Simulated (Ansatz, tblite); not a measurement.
Cost and result up the ladder for the cluster Li₂Al₅ (the lowest doublet isomer of a short search) (7 atoms). The state is a doublet with charge 0. Geometry: PBE-D4/def2-SVP.

| atom | x (Å) | y (Å) | z (Å) |
| --- | --- | --- | --- |
| Li1 | 0.093 | 0.125 | -2.954 |
| Li2 | 1.124 | 1.702 | 2.143 |
| Al3 | -1.151 | 0.341 | 1.640 |
| Al4 | -1.699 | -0.467 | -1.017 |
| Al5 | 0.440 | -1.851 | -0.897 |
| Al6 | 0.960 | -1.089 | 1.515 |
| Al7 | 0.234 | 1.240 | -0.430 |

Ansatz on 4 threads of Arm Neoverse N1 on a shared host; xTB runs through tblite on one thread. Times are rough, summed over both states, and most runs start from the orbitals of an earlier one. No level here is sound enough to serve as a yardstick. The other state is a singlet.

The xTB rows come from tblite. The structure comes from a short search, and lower isomers may exist.

Run but left out: r2SCAN0-D4/def2-TZVP (doublet: ⟨S²⟩ 1.27, where a pure state has 0.75).

Raw xTB energies of ions are shifted by several eV, and xTB has no spin-polarisation term.

```json
{"level": "GFN1-xTB", "functions": "53", "wall time": "0.027 s"}
{"level": "GFN2-xTB", "functions": "53", "wall time": "0.096 s"}
{"level": "PBE-D4/def2-TZVP", "functions": "213", "wall time": "22 s"}
{"level": "PBE0-D4/def2-TZVP", "functions": "213", "wall time": "53 s"}
```

**Question.** Estimate what each level gives for the vertical IE (eV).

**Answer.** 
```csv
level,vertical IE (eV),remarks
GFN1-xTB,9.36,–
GFN2-xTB,8.13,–
PBE-D4/def2-TZVP,5.62,"restricted singlet, untested (+1 singlet)"
PBE0-D4/def2-TZVP,5.65,"restricted singlet, untested (+1 singlet)"
```
